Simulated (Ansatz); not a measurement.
System: phosphorus nitride, PN, net charge 0, singlet state. 
Geometry from a B3LYP-D3(BJ)/def2-TZVP (Ansatz, a program for electronic structure) optimisation:
```xyz
2

N      0.0000     0.0000    -1.0110
P      0.0000     0.0000     0.4718
```

Basis-set convergence of Hartree-Fock and MP2 correlation energies (hartree) with Ansatz. Valence correlation only, unless marked. No spin-orbit coupling. No relativistic terms.

The Hartree-Fock reference is unstable (checked in the largest basis), which strains HF and MP2. 

```
basis        functions       E(HF)  E(corr, MP2)
-----------  ---------  ----------  ------------
def2-SVPD           44  -394.99089      -0.30187
def2-TZVPPD         85  -395.17641      -0.34839
def2-QZVPPD        139  -395.18843      -0.37032
```

Extrapolating the two largest sets (X = 3 and 4) as X^-3: E(corr) = (64·(-0.37032) - 27·(-0.34839))/37 = -0.3863 Eh, an estimate of the basis-set limit. The largest set recovers 95.9 % of it, the smallest 78.1 %.
